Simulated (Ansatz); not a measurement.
Isolated molecules relaxed with PBE0-D4/def2-TZVP in Ansatz; ΔE leaves out vibrations. CCSD(T)/CBS adds triple-zeta CCSD(T) − MP2 to the extrapolated MP2 energy (def2 sets, frozen cores). This one scheme is used for every species. def2 core potentials past Kr. For Sn outer-core shells are correlated without core-valence functions, which leaves a few kJ/mol of doubt a bond. Each species was taken in one conformer, which may not be the lowest.

Reaction (cleavage of the Sn–B bond): `F[BH][SnH2][SiH3]` + CH₃NH₂ → `C[NH][SnH2][SiH3]` + `BF`

`F[BH][SnH2][SiH3]`:

```xyz
10

F    -0.116    1.829   -2.450
B     0.637    1.592   -1.395
Sn   -0.313    0.787    0.500
Si   -0.167   -1.776    0.580
H     1.815    1.796   -1.517
H    -1.956    1.241    0.633
H     0.505    1.401    1.872
H    -0.905   -2.367   -0.568
H    -0.754   -2.294    1.844
H     1.254   -2.210    0.501
```

CH₃NH₂:

```xyz
7

C    -0.271   -0.456    0.204
N     0.308    0.604   -0.604
H    -0.064   -0.393    1.282
H     0.096   -1.422   -0.150
H    -1.355   -0.460    0.073
H     1.314    0.619   -0.505
H    -0.028    1.509   -0.299
```

`C[NH][SnH2][SiH3]`:

Cartesian coordinates in Å:
```
C -0.293 2.036 -0.094
N 0.578 1.284 0.791
Sn 1.183 -0.564 0.188
Si -0.800 -2.111 -0.379
H -0.416 3.060 0.275
H 0.167 2.113 -1.084
H -1.299 1.613 -0.234
H 0.213 1.275 1.734
H 2.129 -1.176 1.473
H 2.148 -0.278 -1.194
H -1.660 -1.479 -1.415
H -1.627 -2.350 0.835
H -0.324 -3.422 -0.896
```

`BF`:

Cartesian coordinates in Å:
```
B 0.025 0.043 0.001
F -0.623 -1.103 -0.026
H 0.976 0.164 -0.716
H -0.377 0.895 0.741
```

| species | CCSD(T)/CBS(def2) energy (Eh) |
| --- | --- |
| `F[BH][SnH2][SiH3]` | -631.31705 |
| CH₃NH₂ | -95.75281 |
| `C[NH][SnH2][SiH3]` | -601.25035 |
| `BF` | -125.82039 |

Task: Work out ΔE.

Result: ΔE = (-601.25035) + (-125.82039) − (-631.31705) − (-95.75281) = -0.00088 Eh = -2.3 kJ/mol.

Largest T1 diagnostic among the species: 0.014.

The D4 term adds −6.5 kJ/mol with B3LYP and −3.7 kJ/mol with PBE0; it sums over pairs of atoms, weighted by their polarisabilities, and B3LYP, whose exchange is more repulsive, gets the larger term.

B3LYP here is the variant with VWN-RPA as its local correlation; programs differ in this.
